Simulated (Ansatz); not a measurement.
Species: BPH3, charge 0, doublet. BPH3 (SMILES P[BH], doublet).
B3LYP-D3(BJ)/def2-TZVP minimum from Ansatz (a program for electronic structure):
```xyz
5

B     -0.3927     0.6490    -1.1139
H     -0.7764     0.3207    -2.1829
P      0.0568    -0.1978     0.4360
H      0.9553     0.6658     1.0916
H      0.9332    -1.2640     0.1204
```
Charge 0, spin multiplicity 2.

Total energies in cc-pV(D+d)Z, 11 correlated electrons, 6 frozen orbitals. Radicals and triplets start from unrestricted determinants; spin-orbit coupling is neglected. Cores are frozen in correlated methods. No relativity.

| method | program | energy (Eh) | minus CCSDT(Q) (mEh) |
|---|---|---|---|
| HF | Ansatz | -367.09434 | 233.97 |
| MP2 | Ansatz | -367.28140 | 46.91 |
| CCSD | Ansatz | -367.31955 | 8.76 |
| CCSD(T) | Ansatz | -367.32663 | 1.68 |
| CCSDT(Q) | Ansatz | -367.32830 | 0.00 |

Rough core times of Ansatz's runs on a shared machine: CCSD(T) under 20 s, CCSDT(Q) 50 s.
